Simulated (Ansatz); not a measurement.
`CS[Si](F)(F)F` + CH₃NH₂ → `CN[Si](F)(F)F` + CH₃SH at 400 K and 1 bar (ligand exchange at the Si–S bond).

Isolated molecules relaxed with PBE0-D4/def2-TZVP in Ansatz; ΔE leaves out vibrations. CCSD(T)/CBS is the MP2 limit (def2-TZVPP, def2-QZVPP) plus CCSD(T) − MP2 in def2-TZVPP, frozen cores. This one scheme is used for every species. One conformer a species, not always the lowest.

```json
{"species": "`CS[Si](F)(F)F`", "CCSD(T)/CBS energy (Eh)": "-1026.33397", "H − E (kJ/mol)": "164.0", "S (J/(mol·K))": "405.2"}
{"species": "CH₃NH₂", "CCSD(T)/CBS energy (Eh)": "-95.75281", "H − E (kJ/mol)": "185.4", "S (J/(mol·K))": "256.0"}
{"species": "`CN[Si](F)(F)F`", "CCSD(T)/CBS energy (Eh)": "-683.86577", "H − E (kJ/mol)": "203.6", "S (J/(mol·K))": "397.0"}
{"species": "CH₃SH", "CCSD(T)/CBS energy (Eh)": "-438.22835", "H − E (kJ/mol)": "138.7", "S (J/(mol·K))": "269.4"}
```

H − E and S are ideal-gas, rigid-rotor, harmonic terms from PBE0-D4/def2-TZVP, for one conformer and one mirror image of each species. 1 Eh = 2625.50 kJ/mol, R = 8.31446 J/(mol·K).

Q: By hand: ΔE, ΔH, ΔS and ΔG.

A: ΔE = (-683.86577) + (-438.22835) − (-1026.33397) − (-95.75281) = -0.00734 Eh = -19.3 kJ/mol. Δ(H − E) = 203.6 + 138.7 − 164.0 − 185.4 = -7.1, so ΔH = -26.4 kJ/mol. ΔS = 397.0 + 269.4 − 405.2 − 256.0 = 5.2 J/(mol·K). ΔG = -26.4 − 400 × (5.2)/1000 = -28.5 kJ/mol.

Q: By hand: the equilibrium constant, and the temperature at which ΔG would vanish if ΔH and ΔS stayed fixed.

A: log₁₀ K = −ΔG/(RT ln 10) = 3.7. ΔH and −TΔS have one sign here, so there is no such temperature.

The number of gas molecules stays the same, so ΔS is small and ΔH decides. A doubt of 5 kJ/mol in ΔE shifts log₁₀ K by 0.7 here. Other conformers and mirror images would add mixing entropy, several J/(mol·K) or more a flexible species. Modes under 60 cm⁻¹, often nearly free rotors, make the harmonic entropy too high. These are equilibria of isolated gas molecules and say nothing of rates. Largest T1 diagnostic: 0.011 (customary marks: 0.02 for closed shells, 0.045 for open ones).

ΔS is within the doubt of such terms, so its sign, and with it that verdict, could turn.
